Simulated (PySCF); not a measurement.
Isomers of C3H11NOSi2. The calculation used PySCF 2.14.0, density-fitted response routines, TDDFT CAM-B3LYP/def2-SVPD, vertical, gas phase, core orbitals frozen in the response. Geometries: GFN2-xTB; one conformer of each isolated species. Triplets are in the Tamm–Dancoff approximation.

A. `C=C[Si@H](O)[SiH2]NC`
B. `C(C=C)[Si@H](N[SiH3])O`
C. `CO[Si@H]1CC[SiH2]N1`
D. `NC[Si@H]1CC[SiH2]O1`

Lowest singlet levels (six at most, fewer where fewer were computed) with oscillator strengths:

1. 6.38 eV (f 0.011); 6.92 eV (f 0.004); 7.33 eV (f 0.018); 7.59 eV (f 0.010); 7.66 eV (f 0.007); 7.80 eV (f 0.008); T1 6.08 eV
2. 6.44 eV (f 0.001); 6.68 eV (f 0.246); 6.87 eV (f 0.089); 7.04 eV (f 0.025); 7.37 eV (f 0.024); 7.51 eV (f 0.007); T1 4.33 eV
3. 5.32 eV (f 0.003); 5.93 eV (f 0.048); 6.09 eV (f 0.038); 6.24 eV (f 0.034); 6.51 eV (f 0.010); 6.77 eV (f 0.150); T1 4.24 eV
4. 5.82 eV (f 0.018); 6.35 eV (f 0.025); 6.56 eV (f 0.001); 7.08 eV (f 0.013); 7.21 eV (f 0.024); 7.46 eV (f 0.005); T1 5.53 eV

Question: Which spectrum belongs to which structure?

Answer: 1 = C, 2 = B, 3 = A, 4 = D.
- A: S1 at 5.32 eV, HOMO→LUMO (79%), HOMO→LUMO+2 (10%); Löwdin shares by element: HOMO nitrogen 56%, silicon 11% or more, carbon 11% or more, hydrogen 7% or more (atoms not listed hold the other 16%); LUMO silicon 38%, oxygen 12%, carbon 9% or more (atoms not listed hold the other 42%); HOMO -8.08 and LUMO 0.35 eV.
- B: S1 at 6.44 eV, HOMO-1→LUMO (46%), HOMO→LUMO (36%); Löwdin shares by element: HOMO carbon 59%, nitrogen 10% (atoms not listed hold the other 30%); LUMO silicon 40%, hydrogen 16% or more (atoms not listed hold the other 44%); HOMO -8.49 and LUMO 0.93 eV.
- C: S1 at 6.38 eV, HOMO→LUMO (79%), HOMO→LUMO+2 (11%); Löwdin shares by element: HOMO nitrogen 47%, silicon 19%, hydrogen 6% or more (atoms not listed hold the other 27%); LUMO silicon 33%, hydrogen 14% or more, carbon 13% or more (atoms not listed hold the other 39%); HOMO -8.50 and LUMO 1.08 eV.
- D: S1 at 5.82 eV, HOMO→LUMO (41%), HOMO→LUMO+3 (29%), HOMO→LUMO+2 (16%); Löwdin shares by element: HOMO nitrogen 49%, carbon 18% or more, silicon 10% or more, hydrogen 5% or more (atoms not listed hold the other 19%); LUMO silicon 36%, carbon 7% or more, oxygen 7% (atoms not listed hold the other 50%); HOMO -7.80 and LUMO 1.03 eV.
B and C have S1 within 0.07 eV of each other; their strongest listed levels stand at 6.68 eV (f 0.246) and 7.33 eV (f 0.018).
